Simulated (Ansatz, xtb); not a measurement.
**C4H3N3O: which of two isomers lies lower**

We compare X, `N#Cc1[nH]ncc1O`, a singlet, with Y, `N#Cc1n[nH]cc1O`, a singlet. Both are isolated molecules in the gas phase, relaxed with B3LYP/def2-SVP; the shapes shown needn't be the lowest conformers.

X (Å):

```
atom    x (Å)   y (Å)    z (Å)
   C  -1.2256  0.8074  -0.5223
   C  -0.1707  1.0420   0.3917
   C   1.1813  1.4181   2.1235
   C  -0.1789  1.2276   1.7778
   N  -2.0819  0.6142  -1.2845
   N   1.1542  1.1328   0.0241
   N   1.9635  1.3558   1.0446
   O  -1.2824  1.2141   2.5452
   H   1.5262  1.0459  -0.9148
   H   1.6099  1.5961   3.1097
   H  -1.0422  1.3638   3.4689
```

Y (Å):

```yaml
atoms:
  - { symbol: C, position_ang: [-1.0485, 0.0499, -0.5464] }
  - { symbol: C, position_ang: [-0.1385, 0.8161, 0.2415] }
  - { symbol: C, position_ang: [0.8901, 1.8461, 1.9260] }
  - { symbol: C, position_ang: [-0.2143, 1.0560, 1.6466] }
  - { symbol: N, position_ang: [-1.8031, -0.5779, -1.1656] }
  - { symbol: N, position_ang: [0.9352, 1.4182, -0.2919] }
  - { symbol: N, position_ang: [1.5258, 2.0203, 0.7258] }
  - { symbol: O, position_ang: [-1.1870, 0.5753, 2.4435] }
  - { symbol: H, position_ang: [2.3744, 2.5490, 0.5595] }
  - { symbol: H, position_ang: [1.2573, 2.2808, 2.8525] }
  - { symbol: H, position_ang: [-1.0453, 0.8582, 3.3559] }
```

Energies in hartree; the thermal terms are from GFN2-xTB frequencies at re-optimised GFN2-xTB minima (ideal gas, soft modes damped towards free rotors, one conformer each, 298.15 K, 1 atm) and include the zero-point energy:

|  | X | Y |
| --- | --- | --- |
| E, CCSD(T)/def2-SVP | −392.313749 | −392.313571 |
| E, MP2/def2-SVP | −392.247343 | −392.247017 |
| E, MP2/def2-TZVPP | −392.966460 | −392.965787 |
| zero-point energy | 0.071644 | 0.071541 |
| H(298 K) − E | 0.079277 | 0.079176 |
| G(298 K) − E | 0.040724 | 0.040651 |

Problem. Correct the CCSD(T) difference for the basis set by the MP2 change, then work out ΔE, ΔE₀, ΔH and ΔG for X → Y in kJ/mol (1 Eh = 2625.50 kJ/mol) and the equilibrium ratio [Y]/[X].

Solution. 1. Differences Y − X: CCSD(T) +0.000178, MP2 in the small set +0.000326, MP2 in the large set +0.000673 Eh.
2. ΔE = +0.000178 + (+0.000673 − (+0.000326)) = +0.000525 Eh = +1.38 kJ/mol.
3. ΔE₀ = ΔE + ΔZPE = +0.000525 + (−0.000103) Eh = +1.11 kJ/mol.
4. ΔH = ΔE + (−0.000101) Eh = +1.11 kJ/mol.
5. ΔG = ΔE + (−0.000073) Eh = +1.19 kJ/mol, so ΔS = (ΔH − ΔG)/T = −0.2 J/(mol K).
6. kT = 0.9442 mEh, so K = [Y]/[X] = exp(−ΔG/kT) = exp(−0.48) ≈ 0.62.

The two are too close for this level to say which is favoured. An error of 4 kJ/mol in ΔG would change K by a factor of 5. Mirror images and further conformers aren't counted.

As drawn, both hold the same kinds of bond in the same numbers.

Other levels gave ΔE = +7.4 (GFN2-xTB); +2.3 (HF/STO-3G, GFN2-xTB geometries); +5.9 (r2SCAN-D4/def2-SVP, GFN2-xTB geometries); +4.4 (B3LYP/def2-SVP); −0.8 (HF/def2-SVP); +0.9 (MP2/def2-SVP); +0.5 (CCSD(T)/def2-SVP) kJ/mol. The correlated steps freeze 8 core orbitals. Programs: Ansatz 0.2.0, xtb 6.7.1.
